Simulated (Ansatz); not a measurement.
Mulliken charges of `BC1=C(S)C1` from PBE/def2-TZVPP in Ansatz (PBE0-D4/def2-TZVP geometry).

| atom | x (Å) | y (Å) | z (Å) | charge (e) |
| --- | --- | --- | --- | --- |
| B1 | -0.776 | 1.590 | -0.371 | -0.132 |
| C2 | 0.061 | 0.371 | -0.111 | 0.072 |
| C3 | 0.101 | -0.900 | 0.243 | -0.037 |
| S4 | -0.610 | -2.348 | 0.723 | -0.036 |
| C5 | 1.419 | -0.305 | -0.056 | -0.171 |
| H6 | -1.963 | 1.518 | -0.233 | -0.003 |
| H7 | -0.278 | 2.622 | -0.711 | 0.014 |
| H8 | -1.887 | -1.918 | 0.730 | 0.128 |
| H9 | 1.921 | -0.588 | -0.982 | 0.082 |
| H10 | 2.096 | -0.094 | 0.771 | 0.082 |

**Question.** By hand: the dipole of these point charges (1 e Å = 4.8032 D).

**Answer.** Σ q r = (-0.028, -0.282, 0.082) e Å, of length 0.295 e Å = 1.42 D.

**Question.** How does the dipole of the full density compare? (Estimate.)

**Answer.** Computed: (-0.037, -0.409, 0.119) e Å, 2.05 D; the point charges give 0.69 times that, at 0° from its direction.

Point charges leave out the atoms' own dipoles, such as those of lone pairs, and Mulliken's split depends on the basis, so the two needn't agree.
